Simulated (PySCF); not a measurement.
Isomers of C6H11NOSi, from PySCF 2.14.0, PBE0-D3(BJ)/def2-SVP geometry optimisation, gas phase. One conformer each, no zero-point energy, no frequencies.

Question: Which isomer lies lower at this level?
A. `[CH3:1][C:2](=[O:3])[NH:4][C@@H:5]1[CH:6]=[CH:7][CH2:8][SiH2:9]1` with C1–C2–N4–C5 177°, C2–N4–C5–C6 142°, N4–C5–C6–C7 -145°, C6–C7–C8–Si9 20°, C7–C8–Si9–C5 -27°, N4–C5–Si9–C8 151°: A = 3144, B = 925.0, C = 752.1 MHz, dipole 3.63 D
B. `[CH3:1][O:2][CH2:3][SiH2:4][n:5]1[cH:6][cH:7][cH:8][cH:9]1` with C1–O2–C3–Si4 -92°, O2–C3–Si4–N5 175°, C3–Si4–N5–C6 -82°: A = 4068, B = 619.3, C = 592.2 MHz, dipole 1.61 D

Answer: A. That is `CC(=O)N[C@@H]1C=CC[SiH2]1`, 16.0 kcal/mol below the other.

```json
{"SMILES": "CC(=O)N[C@@H]1C=CC[SiH2]1", "mapped SMILES": "[CH3:1][C:2](=[O:3])[NH:4][C@@H:5]1[CH:6]=[CH:7][CH2:8][SiH2:9]1", "E (Eh)": "-653.85093", "relative (kcal/mol)": "0.0", "relative (kJ/mol)": "0.0", "dipole (D)": "3.63"}
{"SMILES": "COC[SiH2]n1cccc1", "mapped SMILES": "[CH3:1][O:2][CH2:3][SiH2:4][n:5]1[cH:6][cH:7][cH:8][cH:9]1", "E (Eh)": "-653.82535", "relative (kcal/mol)": "16.0", "relative (kJ/mol)": "67.1", "dipole (D)": "1.61"}
```

As drawn, the lower has a C=O bond, an N–H bond and a C(=O)–N unit, which the higher lacks; the higher has an aromatic ring, which the lower lacks.
